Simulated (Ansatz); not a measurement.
A made-up structure of C₂H₅Se (charge +1), singlet:

C1  (-0.541, 0.485, -0.464)
C2  (0.704, 0.110, 0.182)
Se3  (1.075, -1.339, 1.133)
H4  (-0.335, 0.662, -1.530)
H5  (-1.353, -0.228, -0.345)
H6  (0.661, -0.762, -0.419)
H7  (1.554, 0.787, 0.094)
H8  (-0.265, -1.952, 1.014)
(Å)

It is relaxed with PBE-D4/def2-SVP and then PBE0-D4/def2-TZVP (Ansatz 0.2.0). Atoms count as bonded within 1.22 times the sum of their covalent radii (H–H: 0.88 Å). The end point is not checked to be a true minimum.

(1) Does its bonding change? (Judge from chemistry; the calculation decides.)

Answers

(1) By the calculation: Yes. Formed: C1–H6; broken: C2–H6, Se3–H6.

Where it ends: The first stage lowers the energy by 3.43 eV in 17 steps. It ends as C₂H₅Se ([CH3][CH][SeH]), total charge +1:
C1  (-0.197, -0.005, -0.763)
C2  (0.833, -0.094, 0.255)
Se3  (0.878, -1.100, 1.714)
H4  (-0.510, 1.047, -0.843)
H5  (-1.059, -0.648, -0.601)
H6  (0.265, -0.218, -1.739)
H7  (1.721, 0.530, 0.145)
H8  (-0.431, -1.750, 1.497)
(Å)

Labels in which every atom is bracketed show which atoms are joined, not bond orders.

For scale, one of the runs: PBE0-D4/def2-TZVP relaxation, 140 basis functions, launched by `ansatz run in.yaml --threads 2 --pin off --events-out ev --progress --plain --max-ram 4352MiB`. The run took about 29 s on 2 CPU threads of an Intel Xeon Platinum 8259CL (shared host).
